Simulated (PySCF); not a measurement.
An unknown shows these calculated signals:

$^{1}$H NMR (600 MHz, computed): δ 7.50 (m, 2H), 7.45 (m, 2H), 7.40 (m, 1H), 5.53 (m, 1H), 1.42 (m, 3H).

$^{13}$C{$^{1}$H} NMR (computed): δ 149.6 (C), 133.9 (CH), 132.9 (CH), 129.2 (CH), 91.6 (CH), 27.9 (CH3).

[PySCF: PBE0-D3(BJ)/def2-SVP structure; shieldings: GIAO PBE0/pcSseg-1; a single conformation; no solvent model; averaged over atoms made equivalent by symmetry, fast rotation or ring inversion; no relativistic terms]

Shifts are taken against calculated references (same method and geometry level): $^{1}$H (σref 31.27) and $^{13}$C (σref 184.41) vs TMS.

Problem. Which of these does the molecule contain: an OH group, a benzene ring, an amide, a methoxy group?

Solution. 
- An OH group: no.
- A benzene ring: yes.
- An amide: no.
- A methoxy group: no.

The data belong to SMILES C[C@@H](F)c1ccccc1, C8H9F; they needn't prove each group on their own.

Carbon signals by region: 4 in the sp2 and nitrile region (100–160 ppm), 1 at 50–100 ppm, 1 below 50 ppm.

Splittings by $^{19}$F in the carbon and heteronuclear signals aren't shown, as no couplings were computed. Shifts are as computed. Against solution values, carbons near 30 ppm lie about +2 ppm off and those near 130 ppm about +5 ppm. Of 1211 compounds with measured shifts, 218 miss one by over three times the rms of a fit or turn the order of signals round; such compounds aren't used in these exercises. Multiplicities follow the n + 1 count of equivalent neighbours, as no J values were calculated; m marks all less simple cases, F and P coupling included.
